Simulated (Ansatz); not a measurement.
CH₃N₂S (SMILES [NH]C(N)=S), doublet (typed; the unrestricted solution is spin-contaminated), geometry from GFN2-xTB. Base run: HF/3-21G run with Ansatz (a quantum-chemistry and plane-wave program).

Geometry (Å):
```xyz
7

N      0.9141    -0.9573     0.8619
C     -0.0345    -0.3568     0.2679
N     -1.3129    -0.7404     0.3967
S      0.2939     1.0308    -0.7462
H      1.8498    -0.5996     0.7396
H     -1.5203    -1.5677     0.9287
H     -2.0322    -0.3007    -0.1472
```
Charge 0, spin multiplicity 2.
Orbitals are unrestricted.
All else is at Ansatz's defaults.

The base run was repeated with changes; each row names its change, and settings that it needs were set with it.

| change | basis functions | E (Eh) | core-seconds (rough) |
|---|---|---|---|
| base | 46 | -543.21204 | 2 |
| basis = def2-SV(P) | 66 | -545.75243 | 5 |
| basis = 6-31G* | 70 | -545.98627 | 7 |
| basis = cc-pVDZ | (withheld) | (withheld) | 10 |
| basis = cc-pV(D+d)Z | 80 | -546.02645 | 10 |
| basis = 6-311G** | 99 | -546.05315 | 8 |
| basis = def2-SVPD | 111 | -545.78928 | 20 |
| basis = pcseg-2 | 166 | (withheld) | 40 |
| basis = pc-2 | 166 | (withheld) | 30 |
| basis = cc-pV(T+d)Z | 171 | -546.08559 | 30 |
| basis = def2-TZVPD | 184 | -546.08422 | 50 |
| basis = aug-cc-pVTZ | (withheld) | (withheld) | 100 |
| basis = cc-pVQZ | 314 | -546.09991 | 100 |

### Question
Some entries are withheld; supply them.

### Answer

- basis = cc-pVDZ, basis functions: 75
- basis = cc-pVDZ, E (Eh): -546.02377
- basis = pcseg-2, E (Eh): -546.07573
- basis = pc-2, E (Eh): -546.08083
- basis = aug-cc-pVTZ, basis functions: 257
- basis = aug-cc-pVTZ, E (Eh): -546.08841

Totals compare only among sets that treat the same electrons; sets with core potentials leave the core out.
